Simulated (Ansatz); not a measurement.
These are frozen-core CCSD(T)/cc-pVTZ // B3LYP-D3(BJ)/def2-TZVP (Ansatz, a quantum-chemistry and plane-wave program) values and carry that method's errors.

Ansatz 0.2 input:
```yaml
crystal:
  periodic: [false, false, false]
  atoms:
    - { symbol: Si, position_ang: [-0.861365, -1.779982, -0.073524] }
    - { symbol: B, position_ang: [0.011832, 0.016149, 0.050661] }
    - { symbol: Si, position_ang: [2.00575, 0.136708, 0.165388] }
    - { symbol: Si, position_ang: [-1.136503, 1.65324, -0.040534] }
    - { symbol: H, position_ang: [-2.182462, -1.774997, -0.749846] }
    - { symbol: H, position_ang: [-1.075776, -2.159315, 1.353017] }
    - { symbol: H, position_ang: [-0.01038, -2.822179, -0.700298] }
    - { symbol: H, position_ang: [2.654758, -1.09329, 0.684084] }
    - { symbol: H, position_ang: [2.498759, 1.297313, 0.94781] }
    - { symbol: H, position_ang: [2.438496, 0.317405, -1.250267] }
    - { symbol: H, position_ang: [-1.329333, 1.88832, -1.499851] }
    - { symbol: H, position_ang: [-0.537017, 2.875538, 0.549105] }
    - { symbol: H, position_ang: [-2.476758, 1.445091, 0.564255] }
basis:
  gaussian: { orbitals: cc-pVTZ }
correlation:
  method: ccsd_t
```

Output:

```
Functional definition: HF
1461 factors; integrals over basis functions are off by at most 1.2e-3 eV
mean field evaluation 1: about -24398.0788 eV, gradient 1.9e1 eV
mean field evaluation 2: about -24398.3261 eV, gradient 1.9e1 eV
mean field evaluation 4: about -24400.8367 eV, gradient 9.7e-1 eV
mean field evaluation 8: about -24400.8327 eV, gradient 5.5e-2 eV
mean field evaluation 16: about -24398.0788 eV, gradient 1.9e1 eV
mean field -24400.83266418 eV, -896.7140609303 hartree, gradient 2.9e-6 eV, S^2 0.000000; 0 other end points of the search recorded, 0 dependent functions left out
16 core orbitals not correlated
reference -24400.83266418 eV, -896.7140609303 hartree; 12, 12 occupied and 230, 230 virtual orbitals, 1461 factors
second order -13.08965682 eV of doubles, -0.00000000 eV of singles
cycle   1  -14.69940972 eV  change    -1.6e0 eV  update   1.0e-1
cycle   2  -15.29357066 eV  change   -5.9e-1 eV  update   3.4e-2
cycle   3  -15.34689874 eV  change   -5.3e-2 eV  update   1.3e-2
cycle   4  -15.33965892 eV  change    7.2e-3 eV  update   5.0e-3
cycle   5  -15.33730685 eV  change    2.4e-3 eV  update   1.8e-3
cycle   6  -15.33723907 eV  change    6.8e-5 eV  update   6.7e-4
cycle   7  -15.33738548 eV  change   -1.5e-4 eV  update   2.1e-4
cycle   8  -15.33744820 eV  change   -6.3e-5 eV  update   7.4e-5
cycle   9  -15.33744001 eV  change    8.2e-6 eV  update   2.1e-5
perturbative correction -0.53632647 eV, -0.0197096344 hartree
Total energy: -24416.70643066 eV, -897.2974110889 hartree
```

Cost: around 5 core-minutes (rough).
